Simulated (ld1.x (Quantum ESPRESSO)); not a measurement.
## He (Z = 2), RRKJ: configuration errors across variants

| Property | Result |
| --- | --- |
| Element | He (Z = 2) |
| Generator | ld1.x (Quantum ESPRESSO) 7.5 |
| Type | norm-conserving RRKJ (Kleinman–Bylander form) |
| Functional | LDA (PZ) |
| Relativity | scalar-relativistic |
| Frozen core | none |
| Valence charge | 2 |
| Reference configuration | 1s0.5 (charge +1.5) |
| Partial waves | 1s (bound): rc 0.30 bohr; 2p channel at 0.5 Ry: rc 0.35 bohr |
| Local potential | the p channel |
| Core correction | none |
| rho0 | 0.005 |

All-electron excitation energies from the reference (eV): (1) 1s2 -48.878; (2) 1s1 -22.393; (3) 1s1.5 -38.504; (4) 1s0.5 spin -0.896; (5) 1s1 spin -24.594.

Spin tests fill each open shell by Hund’s rule, majority spin first.

Errors AE − PS in meV (a dash: test not solved or not reliable):

| change | (1) | (2) | (3) | (4) | (5) | bound ghosts |
| --- | --- | --- | --- | --- | --- | --- |
| base | +14 | +3.4 | +9.2 | +0.4 | +5.1 | not determined |
| all radii scaled by about 0.74 (s 0.22, p 0.26 bohr) | +5.8 | +1.6 | +3.9 | +0.5 | +3.0 | not determined |
| all radii scaled by about 0.86 (s 0.26, p 0.30 bohr) | +9.1 | +2.4 | +6.0 | +0.5 | +4.0 | not determined |
| all radii scaled by about 1.08 (s 0.32, p 0.38 bohr) | +17 | +3.9 | +11 | +0.3 | +5.6 | not determined |
| all radii scaled by about 1.20 (s 0.36, p 0.42 bohr) | +25 | +5.8 | +16 | -0.2 | +7.0 | not determined |
| all radii scaled by about 1.26 (s 0.38, p 0.44 bohr) | +30 | +6.8 | +19 | -0.5 | +7.6 | not determined |

Question: Give the same row for: all radii scaled by about 1.38 (s 0.42, p 0.48 bohr).

Answer: +43, +9.5, +27, -1.4, +9.2; bound ghosts: not determined.
